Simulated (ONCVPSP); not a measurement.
Configuration tests for carbon (C) (ONCV)

C, optimised norm-conserving Vanderbilt (ONCV), made with ONCVPSP 4.0.1 (PBE, scalar-relativistic). Core [He], reference 2s2 2p2. Waves: 2s: rc 0.90 bohr, ncon 4, nbas 9, qcut 6 1/bohr, 3 projectors, debl 1.4 Ha; 2p: rc 2.90 bohr, ncon 3, nbas 7, qcut 4.6 1/bohr, 2 projectors, debl 0.5 Ha. Local part: polynomial inside 0.65 bohr (lpopt 5, dvloc0 4 Ha). Core correction: none.

Energies are relative to the spin-unpolarised reference configuration 2s2 2p2; without spin polarisation the order of configurations can differ from experiment.

```
valence configuration  charge  ΔE all-electron (eV)  error AE − PS (meV)
              2s1 2p0      +3                83.211                +2522
              2s0 2p4       0                16.975                 -148
```

Q: What are ΔE and the potential's error for 2s2 2p1?

A: ΔE = 10.861 eV all-electron; the error (AE − PS) is +188 meV.

Q: What are ΔE and the potential's error for 2s2 2p0?

A: ΔE = 35.017 eV all-electron; the error (AE − PS) is +1333 meV.

Levels in the configuration 2s2 2p0:

```json
{"level": "2s", "all-electron (eV)": "-40.379", "pseudo (eV)": "-39.348"}
```

Note: ghosts flagged at negative energy: s at -243.9 eV; GHOST(+) flags only above 600 eV. A true bound ghost makes a file unfit for plane-wave use.
